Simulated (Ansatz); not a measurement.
Al2Ru3. Total charge 0; triplet. Geometry PBE-D4/def2-SVP; atoms count from 1.

```xyz
5

Ru   -1.267   -0.374   -1.245
Ru    0.556   -1.263   -0.208
Ru    1.282    0.339    1.239
Al   -1.151    0.097    1.153
Al    0.579    1.202   -0.939
```

In the def2 sets Ru takes a core potential; there is no spin–orbit coupling. The charge 0 triplet is spin-contaminated (final ⟨S²⟩ up to 3.17, 2.00 for a pure state). At PBE0-D4/def2-TZVP a quintet of charge 0 lies 0.28 eV below the triplet, each at its own geometry. The structure comes from a short search, and lower isomers may exist.

(1) Estimate the Mulliken populations from the PBE0/def2-TZVP orbitals of Ansatz.

(2) Where does the spin sit?

(3) And the Mayer bond orders between heavy atoms (over 0.3)?

Answers

(1) 
| atom | charge (e) | spin (α − β) | d electrons |
| --- | --- | --- | --- |
| Ru1 | -0.04 | -0.44 | 7.19 |
| Ru2 | -0.10 | 1.54 | 6.94 |
| Ru3 | -0.02 | 1.35 | 7.20 |
| Al4 | 0.08 | -0.08 | – |
| Al5 | 0.09 | -0.36 | – |
Mulliken values depend strongly on the basis.

(2) Summed by element: Ru 2.45, Al -0.45, of 2 unpaired in all. Largest on single atoms: Ru2 1.54, Ru3 1.35, Ru1 -0.44.

(3) Ru1–Ru2 1.78 (2.28 Å); Ru1–Al4 0.97 (2.45 Å); Ru1–Al5 1.00 (2.45 Å); Ru2–Ru3 1.85 (2.28 Å); Ru2–Al4 0.57 (2.57 Å); Ru2–Al5 0.53 (2.57 Å); Ru3–Al4 0.99 (2.45 Å); Ru3–Al5 0.99 (2.45 Å).
